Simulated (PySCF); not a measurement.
C₇H₁₁O (doublet state).
Structure used (GFN2-xTB), in Å, numbered top down from 1:
```
atom  x, y, z in Å
C1    -0.7608    2.3176   -0.5641
C2     0.0037    1.2708   -0.8282
C3    -0.0966   -0.0633   -0.1346
C4     0.8023    0.0539    1.0360
C5     2.2013   -0.4097    0.9901
C6    -1.5131   -0.6274    0.1140
C7    -1.0579   -1.7689   -0.7943
O8     0.2139   -1.1639   -1.0130
H9    -1.5609    2.2728    0.1562
H10   -0.6093    3.2646   -1.0528
H11    0.8136    1.3216   -1.5415
H12    0.4602    0.6660    1.8538
H13    2.3416   -1.0654    0.1341
H14    2.4613   -0.9455    1.9060
H15    2.9021    0.4293    0.9084
H16   -1.7214   -0.9006    1.1448
H17   -2.3169   -0.0173   -0.2879
H18   -0.9579   -2.7430   -0.3055
H19   -1.6150   -1.8823   -1.7288
```

The hyperfine couplings belong to this conformer and change with its torsions.

The species is `C=C[C@@]1([CH]C)CCO1` [radical].

Method used: UKS B3LYP, pcH-1 on C H O, non-relativistic, mean-field spin-orbit, GIAO (PySCF 2.14.0). One conformer (not necessarily the lowest) at the GFN2-xTB geometry, without solvent, vibrations or thermal averaging. The geometry wasn't refined by DFT: couplings that depend on bond lengths, twists or pyramidal angles can differ widely from those at the functional's own minimum. No stability test was run, so a lower SCF solution isn't excluded.

Break the g tensor into its mass correction, gauge correction and orbital-Zeeman/spin–orbit terms.

| Δg (ppm) | 1 | 2 | 3 |
| --- | --- | --- | --- |
| relativistic mass correction | -148 | -148 | -148 |
| gauge correction | 7 | 29 | 36 |
| orbital Zeeman/spin–orbit | 6 | 436 | 777 |
| total | -135 | 317 | 665 |

So g = 2.00218, 2.00264, 2.00298 and g_iso = 2.00260; the tensor is rhombic: the two nearest values differ by 43 % of g3 − g1. 

What are the electron Larmor frequencies g μB B/h along the three axes at 350 mT?

9.8081, 9.8103, 9.8120 GHz for g1, g2 and g3, a range of 3.9 MHz.

At 9.675 GHz, how far is the centre of the isotropic spectrum from where a free electron (g = 2.002319) resonates?

B = hν/(g μB) with μB/h = 13.99624 MHz/mT gives 345.23 mT for the free electron and 345.18 mT at g_iso, 0.05 mT lower.

In a frozen sample, at which fields do the three g values resonate at 9.5, 34, 94 and 263 GHz (hyperfine left aside), and which band first spreads them over more than twice a line width of 0.5 mT?

```
band    GHz  B(g3) mT  B(g2) mT  B(g1) mT  spread mT
   X    9.5    338.87    338.93    339.01       0.14
   Q   34.0   1212.80   1213.01   1213.29       0.48
   W   94.0   3353.04   3353.62   3354.38       1.34
   J  263.0   9381.38   9383.01   9385.13       3.75
```

The spread grows in proportion to the frequency. W band is the first where it exceeds 1.0 mT.

The largest Mulliken spin populations are on C4 (+0.98), C1 (+0.11) and C5 (-0.09). C4 is the only atom above +0.15. The angles at C4 add up to 358.9°, so it is planar; its axial dipolar tensor and the negative coupling of its proton fit spin in a p orbital normal to that plane.

The HOMO–LUMO gaps are 5.23 eV among the α and 5.49 eV among the β orbitals.

Hardware: Arm Neoverse V2, one thread, no GPU, shared host with 96 logical CPUs at a one-minute load of 18. Cost: 79 s wall (with the writing of density and orbital grids), 0.97 GiB resident at most.
